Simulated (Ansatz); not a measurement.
Task: Name a neutral molecule of Al, B, O and H with size of the dipole moment (PBE/def2-TZVPP) between 0.60 and 0.90 D and size of the dipole moment (ωB97M-V/def2-TZVPP) between 0.60 and 0.90 D (Ansatz, PBE0-D4/def2-TZVP geometry).

Result: `[BH2][AlH][OH]` (0.72 D, 0.81 D); `B[O][AlH][OH]` (0.85 D, 0.80 D). Other molecules can fit too; these were computed, each in one conformer that needn't be the lowest.
